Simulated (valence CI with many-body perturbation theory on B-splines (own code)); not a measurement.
**Energy levels of Pr X**

Method: valence CI with perturbative core correlation (CI+MBPT): four valence electrons over a frozen Dirac-Fock core [Kr] 4d10, a basis of 7 s, 7 p, 7 d, 7 f, 4 g, 2 h functions for each j, with the one-electron correlation potential Σ1 (screened to all orders), the two-electron term Σ2, the three-electron term Σ3, Breit, model QED; selected single and double excitations, second order for the rest, scaled by the run's own slope (own B-spline code, finite nucleus).

No measured spectrum was set against this ion. As an estimate, terms of the open shell hold to a few per cent of their energy, and close levels can change places; configurations with another count of f electrons can be misplaced by thousands of cm⁻¹. Among the levels kept, up to 430 cm⁻¹ of a level comes from second order outside the variational space, and about a tenth of that is noise between levels of different J, which matters for small intervals.

Levels 181 to 219 of 219, with energies above the lowest level, 5s2.5p2 3P_0. "Leading %" is the weight of the configuration and term that name the level; weights of strongly mixed levels are sums over their largest components and can fall short. Lifetimes count E1, E2, E3, M1 and M2 decay at the calculated energies, and are blank where another channel may lead or the interval is too uncertain; long ones can be off by a factor of two.

| No. | Configuration | Term | J | E (cm⁻¹) | Leading % | Lifetime | Second component |
| --- | --- | --- | --- | --- | --- | --- | --- |
| 181 | 4f.5s.5p2 | 3D° | 1 | 278630 | 66 | 51.1 ps | 10 % 4f.5s.5p2 1P° |
| 182 | 4f.5s.5p2 | 3G° | 4 | 279260 | 36 | 62.2 ps | 18 % 4f.5s.5p2 3F° |
| 183 | 4f2.5s.5p | 3K° | 8 | 279640 | 99 | 2.76 ms |  |
| 184 | 4f2.5s.5p | 3H° | 5 | 279880 | 40 | 89.7 ps | 37 % 4f.5s.5p2 3G° |
| 185 | 4f.5s.5p2 | 3D° | 2 | 280230 | 35 | 67.9 ps | 18 % 4f.5s.5p2 1D° |
| 186 | 4f2.5s.5p | 3P° | 1 | 280310 | 44 | 617 ps | 19 % 4f2.5s.5p 3S° |
| 187 | 4f2.5s.5p | 3H° | 4 | 280650 | 36 | 113 ps | 17 % 4f3.5s 5I° |
| 188 | 4f3.5s | 5I° | 4 | 280740 | 82 | 555 ps | 7 % 4f2.5s.5p 3H° |
| 189 | 4f.5s.5p2 | 1F° | 3 | 281200 | 20 | 58.3 ps | 20 % 4f.5s.5p2 3G° |
| 190 | 4f2.5s.5p | 3H° | 5 | 281640 | 74 | 97.3 ps | 7 % 4f2.5s.5p 3G° |
| 191 | 4f3.5s | 5I° | 5 | 281740 | 96 | 3.72 ns |  |
| 192 | 4f.5s.5p2 | 3G° | 5 | 282560 | 41 | 69.4 ps | 27 % 4f2.5s.5p 3H° |
| 193 | 4f3.5s | 5I° | 6 | 282950 | 99 | 114 ns |  |
| 194 | 4f.5s.5p2 | 1G° | 4 | 283050 | 40 | 60.7 ps | 21 % 4f.5s.5p2 3F° |
| 195 | 4f2.5s.5p | 3P° | 0 | 283250 | 76 | 2.67 ns | 13 % 4f2.5s.5p 1S° |
| 196 | 4f2.5s.5p | 3D° | 3 | 283860 | 52 | 178 ps | 13 % 4f2.5s.5p 1F° |
| 197 | 4f2.5s.5p | 3H° | 6 | 284060 | 85 | 80.3 ps | 5 % 4f2.5s.5p 3I° |
| 198 | 4f3.5s | 5I° | 7 | 284310 | 99 | 324 ns |  |
| 199 | 4f2.5s.5p | 3G° | 3 | 284780 | 64 | 90.4 ps |  |
| 200 | 4f2.5s.5p | 3G° | 4 | 285560 | 46 | 78.9 ps | 11 % 4f.5s.5p2 3F° |
| 201 | 4f.5s.5p2 | 3F° | 2 | 285620 | 35 | 99.6 ps | 9 % 4f2.5s.5p 3D° |
| 202 | 4f3.5s | 5I° | 8 | 285810 | 99 |  |  |
| 203 | 4f2.5s.5p | 3F° | 2 | 286060 | 17 | 135 ps | 11 % 4f2.5s.5p 1D° |
| 204 | 4f2.5s.5p | 3G° | 5 | 286150 | 82 | 84.4 ps |  |
| 205 | 4f2.5s.5p | 3H° | 4 | 286870 | 47 | 91.9 ps | 31 % 4f.5s.5p2 3F° |
| 206 | 4f2.5s.5p | 3I° | 5 | 287000 | 85 | 77.6 ps |  |
| 207 | 4f2.5s.5p | 3H° | 4 | 287790 | 38 | 95.8 ps | 20 % 4f.5s.5p2 3F° |
| 208 | 4f2.5s.5p | 3D° | 1 | 288160 | 84 | 80.8 ps |  |
| 209 | 4f2.5s.5p | 3P° | 0 | 288490 | 89 | 2.27 ns | 5 % 4f2.5s.5p 1S° |
| 210 | 4f2.5s.5p | 3I° | 6 | 288580 | 87 | 74.2 ps |  |
| 211 | 4f2.5s.5p | 1F° | 3 | 288700 | 27 | 96.7 ps | 27 % 4f2.5s.5p 3D° |
| 212 | 4f2.5s.5p | 3P° | 1 | 289320 | 57 | 295 ps | 15 % 4f2.5s.5p 1P° |
| 213 | 4f2.5s.5p | 3D° | 2 | 289320 | 55 | 88.4 ps | 8 % 4f2.5s.5p 3F° |
| 214 | 4f.5s.5p2 | 1F° | 3 | 289480 | 40 | 78.6 ps | 31 % 4f.5s.5p2 3F° |
| 215 | 4f2.5s.5p | 3I° | 7 | 289950 | 93 | 71.4 ps |  |
| 216 | 4f2.5s.5p | 3P° | 2 | 291160 | 41 | 135 ps | 9 % 4f2.5s.5p 3F° |
| 217 | 4f2.5s.5p | 3D° | 3 | 291210 | 36 | 79.0 ps | 14 % 4f2.5s.5p 1F° |
| 218 | 5s2.5p.5d | 3F° | 2 | 292470 | 42 | 48.1 ps | 19 % 4f2.5s.5p 3F° |
| 219 | 4f2.5s.5p | 3F° | 3 | 292480 | 31 | 83.6 ps | 27 % 4f2.5s.5p 3G° |

Names give the largest LS component (configuration and term), which can be under half, so a name can repeat, a term be missing and a line seem to break the LS rules; names also repeat where a configuration has a term twice.

Where two levels of one J and parity lie close, their mixing, g and order are uncertain.
